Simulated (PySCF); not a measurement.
**Working out the ionisation energy of Hg⁺**

Hg⁺ [Xe] 4f14 5d10 6s1 (2S) → Hg²⁺ [Xe] 4f14 5d10 (1S). All numbers are calculated (PySCF 2.14, scalar relativity by spin-free X2C-1e, in x2c-TZVPPall (11s7p7d3f1g, 97 functions)). Frozen: [Xe] 4f14. Energies in hartree (1 hartree = 27.21139 eV):

| part | Hg⁺ (lower) | Hg²⁺ (upper) |
| --- | --- | --- |
| UHF | -19619.592263 | -19618.963972 |
| CCSD correlation | -0.332993 | -0.288986 |
| (T) | -0.010614 | -0.008008 |

Problem. What does Hartree-Fock give?

Solution. (-19618.963972) − (-19619.592263) = 0.628291 hartree = 17.097 eV.

Problem. What do CCSD and CCSD(T) give?

Solution. The CCSD correlation energies differ by 0.044007 hartree = 1.197 eV and the triples by 0.002606 hartree = 0.071 eV, so CCSD gives 18.294 eV and CCSD(T) 18.365 eV.

Measured between the centres of the two terms (NIST): 18.757 eV, so CCSD(T) (valence) is off by -0.392 eV.

What remains against the reference includes basis incompleteness, the frozen core and higher excitations.
